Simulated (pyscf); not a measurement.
**`[F][MoH]([F])([F])([F])[S][SiH3]`, singlet**

Gas-phase minimum from PySCF at ωB97X-D3(BJ)/def2-SVP, one conformer. 

```xyz
11

S     -1.0476     0.2908     1.4956
Mo    -2.0888    -0.3789    -0.4509
F     -1.3672    -1.8830    -1.1870
F     -3.5288     0.7188    -0.2278
F     -2.8248    -1.5870     0.7565
F     -2.1883     0.2402    -2.2044
Si     0.4491     1.7403     0.8949
H     -0.6217     0.2703    -0.7693
H      1.5000     1.0469     0.1054
H     -0.1961     2.8039     0.0828
H      0.9993     2.2936     2.1593
```
Charge 0, spin multiplicity 1.

Bonds (Å): S1–Mo2 2.307, S1–Si7 2.168, Mo2–F3 1.823, Mo2–F4 1.824, Mo2–F5 1.860, Mo2–F6 1.862, Mo2–H8 1.636, Si7–H9 1.486, Si7–H10 1.486, Si7–H11 1.486. Angles (°): Mo2–S1–Si7 105.8, S1–Mo2–F3 113.7, S1–Mo2–F4 94.5, S1–Mo2–F5 79.6, S1–Mo2–F6 136.2, S1–Mo2–H8 69.2, F3–Mo2–F4 149.1, F3–Mo2–F5 83.3, F3–Mo2–F6 85.1, F3–Mo2–H8 83.9, F4–Mo2–F5 89.9, F4–Mo2–F6 82.7, F4–Mo2–H8 119.5, F5–Mo2–F6 143.7 (the first ones only).

Properties at ωB97X-D3(BJ)/def2-SVP:

```yaml
harmonic_wavenumbers_unscaled: 52, 62, 115, 138, 147, 205, 223, 263, 293, 344, 400, 520, 568, 631, 640, 691, 711, 731, 771, 933, 947, 953, 1076, 2181, 2279, 2290, 2297 cm⁻¹
zero_point_energy: 29.3 kcal/mol
rotational_symmetry_number: 1
Entropy of this conformer at 298 K and 1 atm, rigid rotor and harmonic oscillator, modes under 100 cm⁻¹ raised to 100: 421.0 J/(mol K)
dipole_moment: 3.45 D
```

Single-point totals, which compare only within one level:

```json
[
 {"level": "ωB97X-D3(BJ)/def2-TZVP", "total energy (hartree)": "-1158.10899"},
 {"level": "PBE/def2-TZVP", "total energy (hartree)": "-1157.39484"},
 {"level": "r²SCAN/def2-TZVP", "total energy (hartree)": "-1157.88395"},
 {"level": "B3LYP-D3(BJ)/def2-TZVP", "total energy (hartree)": "-1158.12153"},
 {"level": "PBE0-D3(BJ)/def2-TZVP", "total energy (hartree)": "-1157.38174"},
 {"level": "M06-2X/def2-TZVP", "total energy (hartree)": "-1157.69658"},
 {"level": "ωB97M-D3(BJ)/def2-TZVP", "total energy (hartree)": "-1158.12237"}
]
```

Soft torsions are taken as harmonic, which can shift the entropy by several J/(mol K). Elements past Kr carry the def2 core potentials, without spin-orbit coupling.
